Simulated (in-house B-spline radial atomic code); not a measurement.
Computed with a B-spline radial atomic code. Model: two electrons, singlet ground state, non-relativistic, full CI in B-splines with partial waves to l = 8 (at full coupling up to 3e-4 hartree above the limit, correlation up to 0.6 % small), density held at that of full coupling by Lieb maximisation.

W(λ) is the mean repulsion in the state of coupling λ less the Hartree energy of the fixed density. Its start is exact exchange, its initial slope is twice the second-order Görling-Levy correlation energy, and its area from 0 to 1 is E_xc. A straight curve means weak, dynamic correlation, and a curve that drops fast and flattens means strong correlation.

Command:
```bash
python run_ac.py task.json out
```
Settings (lengths in bohr, energies in hartree):
```
potential              gauss
strength               27.8
lmax                   8
second                 1.04
```

Time taken, with all properties: 16 s on 1 thread of Intel(R) Xeon(R) Processor @ 2.30GHz, on a shared host.

**W = mean repulsion less Hartree energy, and W of three functionals.**

Given: confinement Gaussian well; well depth 27.8 hartree; well width 1.04 bohr; external potential -V exp(-r^2/w^2).

Computed: LDA exchange minus exact 277.1 millihartree; PBE exchange minus exact 79.587 millihartree.

```
coupling  W xc (hartree)  W xc minus exchange (millihartree)  kinetic minus Kohn-Sham (millihartree)  LDA (PW92) W minus its exchange (millihartree)  PBE W minus its exchange (millihartree)  SCAN W minus its exchange (millihartree)
       0          -1.897                                   0                                       0                                               0                                        0                                         0
    0.02         -1.8989                              -1.947                                       0                                          -13.51                                    -3.13                                      -1.9
    0.05         -1.9018                               -4.85                                     0.1                                          -28.24                                    -7.72                                     -4.71
    0.12               ?                                   ?                                       ?                                               ?                                        ?                                         ?
    0.25         -1.9206                             -23.663                                     2.9                                          -94.82                                   -36.07                                     -22.6
     0.4         -1.9342                             -37.183                                     7.3                                         -131.57                                   -55.35                                    -35.29
     0.6         -1.9514                             -54.465                                    15.9                                         -172.48                                   -79.05                                    -51.43
     0.8         -1.9679                             -70.943                                    27.5                                          -207.5                                   -100.9                                    -66.77
       1         -1.9836                             -86.663                                    41.6                                         -238.39                                  -121.23                                     -81.4
     1.4          -2.013                             -116.01                                    76.7                                         -291.51                                  -158.14                                   -108.76
       2         -2.0523                             -155.37                                   143.4                                         -356.56                                  -206.24                                   -145.76
       3               ?                                   ?                                       ?                                               ?                                        ?                                         ?
     4.5         -2.1728                             -275.83                                   522.7                                         -534.76                                  -350.14                                   -263.24
       7           -2.25                             -353.08                                   960.4                                         -643.75                                  -444.42                                   -343.48
      10         -2.3126                             -415.62                                    1486                                         -733.31                                  -524.35                                   -411.62
```

Task: What belongs in the row 0.12?

Result: W xc (hartree): -1.9085; W xc minus exchange (millihartree): -11.539; kinetic minus Kohn-Sham (millihartree): 0.7; LDA (PW92) W minus its exchange (millihartree): -55.43; PBE W minus its exchange (millihartree): -18.05; SCAN W minus its exchange (millihartree): -11.11.

Task: What belongs in the row 3?

Result: W xc (hartree): -2.1077; W xc minus exchange (millihartree): -210.74; kinetic minus Kohn-Sham (millihartree): 280.8; LDA (PW92) W minus its exchange (millihartree): -440.98; PBE W minus its exchange (millihartree): -272.51; SCAN W minus its exchange (millihartree): -198.79.

Task: What is the SCAN exchange minus exact?

Result: 8.5445 millihartree.

**Energy parts, natural occupations and partial-wave weights.**

Computed: total energy -33.9921 hartree; exchange energy -1.897 hartree; correlation energy -0.045063 hartree; kinetic part of the DFT correlation energy 0.041601 hartree; initial slope twice GL2 -0.097597 hartree; kinetic part over minus potential part 0.48002; Hartree energy 3.7939 hartree.

| natural | occupation of the shell (electrons) |
| --- | --- |
| s | 1.9949 |
| p | 0.0045065 |
| s | ? |
| d | 0.00020117 |
| p | 4.8038e-05 |
| f | 2.6543e-05 |

Task: What belongs in the row s?

Result: occupation of the shell (electrons): 0.00031726.

```json
{"wave": "s", "weight": "0.9976"}
{"wave": "p", "weight": "?"}
{"wave": "d", "weight": "0.00010595"}
{"wave": "f", "weight": "1.479e-05"}
{"wave": "g", "weight": "3.3977e-06"}
```

Task: What belongs in the row p?

Result: weight: 0.0022789.

Task: What is the Lieb Oxford ratio E_xc over LDA exchange?

Result: 1.1989.

Task: What is the Kohn-Sham kinetic?

Result: 8.3837 hartree.

Half-way to full coupling W has made 53 % of its drop, against 50 % for a straight line, and second-order (GL2) theory, half the initial slope, overshoots the correlation energy by about 8 %: a moderate bend, as in light atoms. Over couplings 0 to 1 the errors in E_xc come to about +179 millihartree for LDA, +59 millihartree for PBE, +11 millihartree for SCAN, so SCAN is nearest. In LDA and PBE the errors of exchange and correlation have opposite signs, so the sum is smaller than the larger of the two.
